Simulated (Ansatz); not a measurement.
Input for Ansatz (an electronic-structure program): U-wB97X-V/def2-TZVPP on CH4Sn (SMILES [CH3][SnH]), a point of a bond scan (R = 3.575 Å). Elements past Kr take the def2 small-core potentials; no spin–orbit coupling.

Ansatz 0.2 input:
```yaml
crystal:
  periodic: [false, false, false]
  atoms:
    - {symbol: Sn, position_ang: [0.00983745, 0.25050043, 0.24518718]}
    - {symbol: H, position_ang: [-0.70172927, 2.57629333, -2.37488634]}
    - {symbol: C, position_ang: [-0.01334196, -1.45640015, -1.15807253]}
    - {symbol: H, position_ang: [0.73724523, -1.29419038, -1.93601312]}
    - {symbol: H, position_ang: [-0.98669425, -1.50317430, -1.65333226]}
    - {symbol: H, position_ang: [0.18357434, -2.40265271, -0.65672900]}
basis:
  gaussian:
    orbitals: def2-TZVPP
hamiltonian:
  xc: {name: wB97X-V}
magnetization: {spin_polarized: true, initial_magnetization: 0}
```

The log:

```
WARN ansatz: RAYON_NUM_THREADS=1 ignored (pool sized by the plan → 1); use --threads N
Functional definition: wB97X-V
integrals: 0.06 GiB planned
848 factors; their error is unknown
integrals: 0.09 GiB planned
210 factors; integrals over basis functions are off by at most 3.8e-5 eV
mean field: 0.76 GiB planned
mean field evaluation 1: about -6923.2096 eV, gradient 3.0e1 eV
mean field evaluation 2: about -6922.9779 eV, gradient 3.0e1 eV
mean field evaluation 4: about -6928.8623 eV, gradient 1.6e0 eV
mean field evaluation 8: about -6928.8903 eV, gradient 3.8e-2 eV
mean field evaluation 16: about -6928.9365 eV, gradient 4.9e-4 eV
mean field evaluation 32: about -6929.6022 eV, gradient 6.4e-6 eV
mean field evaluation 64: about -6929.6022 eV, gradient 2.9e-6 eV
mean field -6929.60217113 eV, -254.6581827361 hartree, gradient 5.3e-6 eV, S^2 0.866157; 4 other end points of the search recorded, 0 dependent functions left out
reference -6929.60217081 eV, -254.6581827243 hartree; 16, 16 occupied and 121, 121 virtual orbitals, 848 factors
Total energy: -6929.60217081 eV, -254.6581827243 hartree
```

The calculation finished and met its thresholds. Its determinant has ⟨S²⟩ = 0.87, a mixture of spin states.

Cost: about 30 core-seconds (a rough figure).
